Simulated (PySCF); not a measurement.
## Broadened absorption spectrum of C3H9AlO3

Species: C3H9AlO3.
SMILES: `C[O+]([AlH3-])COC=O`

The calculation used TDDFT CAM-B3LYP/def2-SVPD, vertical, gas phase, core orbitals frozen in the response (PySCF 2.14.0, density-fitted response routines). The structure is a single PBE0-D3(BJ)/def2-SVP conformer in the gas phase; no vibrational or solvent corrections. Torsions of this conformer, `[CH3:1][O+:2]([AlH3-:3])[CH2:4][O:5][CH:6]=[O:7]`: C1–O2–C4–O5 -79°, O2–C4–O5–C6 96°, C4–O5–C6–O7 -2°.

Broadening: Gaussians 0.25 eV wide at half height, area fixed by f = 4.319×10⁻⁹ ∫ε dν̃. The width is an assumption, not a result. The curve ends short of the highest state used, and states not computed would add to its high-energy end.

```csv
E (eV),ε (L mol⁻¹ cm⁻¹)
5.48,0
5.55,2
5.63,15
5.70,48
5.78,107
5.85,136
5.93,105
6.01,46
6.08,14
6.16,2
6.23,2
6.31,17
6.38,70
6.46,216
6.53,409
6.61,675
6.68,920
6.76,1020
6.83,892
6.91,994
6.98,1639
7.06,2405
7.13,2582
7.21,3499
7.28,6561
7.36,11645
7.43,14558
7.51,14470
7.58,11743
7.66,6911
```

Question: Where are the band maxima, and which computed states make them?

Answer: 212 nm (5.85 eV), ε about 140, made up of S1 (100%); 184 nm (6.74 eV), ε about 1000, made up of S3 (90%); 166 nm (7.47 eV), ε about 15000, made up of S5 (24%), S6 (38%) and S7 (38%) (ε in L mol⁻¹ cm⁻¹; maxima over ε = 5, shares over 10%). The states used: S1 5.85 eV (f 0.0013); S2 6.57 eV (f 0.0031); S3 6.75 eV (f 0.0086); S4 7.08 eV (f 0.022); S5 7.37 eV (f 0.049); S6 7.43 eV (f 0.057); S7 7.57 eV (f 0.081); S8 7.77 eV (f 0.0055); S9 8.18 eV (f 0.068); S10 8.26 eV (f 0.069).

Question: On this curve, what absorbance would a 10⁻³ mol/L sample give at 193 nm over a 1 cm path?

Answer: 193 nm is 6.424 eV, where ε is about 140 L mol⁻¹ cm⁻¹, so A = ε c l ≈ 0.14 (Beer–Lambert, with the gas-phase spectrum and the assumed width).

Question: Coming from long wavelengths, where does ε first pass 100 L mol⁻¹ cm⁻¹?

Answer: At about 215 nm (5.77 eV), 0.08 eV below S1.

Question: What would ε be at 7.47 eV, the highest of these maxima, with half the width (0.125 eV)?

Answer: About 14500 L mol⁻¹ cm⁻¹ against 15000, a factor of about 1.0; a lone state at its own centre would give exactly 2.

All these states lie below the vertical ionisation energy of 9.96 eV (ΔSCF).
